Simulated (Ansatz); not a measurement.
System (SMILES): F[Si]F (closed-shell singlet).
Geometry (B3LYP-D3(BJ)/def2-TZVP, fixed):
```xyz
3

Si     0.0153     0.0127     0.5768
F      1.0240    -0.6902    -0.4611
F     -1.0478     0.6704    -0.4362
```

Basis-set convergence of the dipole moment at MP2 with Ansatz (an electronic-structure program). Dipoles come from the density behind the forces; the sign is taken along the dipole that this method gives in the largest set. The reference of a correlated method is not its basis-set limit, which lies further on. Cartesian d functions, on some or all atoms, in 6-31+G*, 6-311G**, 6-311+G**; all else is spherical. Cores are frozen. A restricted Hartree-Fock determinant is unstable towards unrestricted orbitals. No added dispersion term, no relativity. Reference: the value in aug-pcseg-3, 1.161 D, itself unsure by roughly 0.006 D (its mean distance from aug-cc-pV(Q+d)Z, def2-QZVPPD). Deviations are taken from unrounded values. Cost is core time over that of aug-pcseg-2, rough, on shared machines of one kind; a dash marks a row that isn't timed (too short, read off another run, short of memory, by another algorithm or on other hardware).

```tsv
basis	functions	dipole moment (D)	minus reference (D)	cost
STO-3G	19	0.420	-0.741	-
def2-SVP	46	1.081	-0.079	-
cc-pV(D+d)Z	51	1.131	-0.030	-
6-31+G*	61	1.357	0.196	-
6-311G**	63	1.335	0.174	-
aug-pcseg-1	73	1.145	-0.016	-
6-311+G**	75	1.480	0.319	-
6-311++G(2d,2p)	89	1.291	0.130	-
def2-TZVP	99	1.122	-0.039	-
def2-TZVPD	123	1.150	-0.011	0.6×
6-311++G(3df,3pd)	125	1.155	-0.006	0.6×
jun-cc-pV(T+d)Z	126	1.156	-0.005	0.6×
aug-pcseg-2	142	1.166	0.005	1×
aug-cc-pV(T+d)Z	147	1.155	-0.006	0.9×
cc-pV(Q+d)Z	174	1.131	-0.030	2×
def2-QZVPPD	208	1.153	-0.008	3×
aug-cc-pV(Q+d)Z	249	1.157	-0.004	5×
aug-pcseg-3	259	1.161	0.000	5×
```

The smallest set listed that lies within 0.1 D of the reference with all its larger relatives (same family, alike in diffuse functions; a set with none counts only in the reference's own line) is def2-SVP (46 functions, -0.079 D off). Inside the window by cancellation, since a larger relative falls out: cc-pV(D+d)Z. Inside, with no larger relative to test it: 6-311++G(3df,3pd), cc-pV(Q+d)Z. (Relatives not listed, tested too: cc-pV(T+d)Z -0.113, def2-TZVPP -0.037, def2-TZVPPD -0.008, def2-QZVP -0.009, def2-QZVPP -0.009 D.)
